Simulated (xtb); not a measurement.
CH₆O₂Si₂, SMILES O[Si@H]1OC[SiH2]1. All values are semi-empirical tight-binding results from xtb (GFN2-xTB unless named), good for trends rather than for accurate numbers. Geometry optimised at GFN2-xTB. The structure was generated by enumeration; whether it is a known compound was not checked. Other conformers were not sampled.

```json
{
  "orbital_gap": "3.94 eV",
  "dipole_moment": "1.72 D",
  "zero_point_energy": "43.1 kcal/mol",
  "G − E(el) at 298.15 K (modified RRHO)": "23.6 kcal/mol",
  "static polarisability (D4 model)": "74.5 bohr³",
  "solvation energy, GFN2-xTB/ALPB(water)": "-4.2 kcal/mol",
  "solvation energy, GFN2-xTB/ALPB(chcl3)": "-4.3 kcal/mol"
}
```
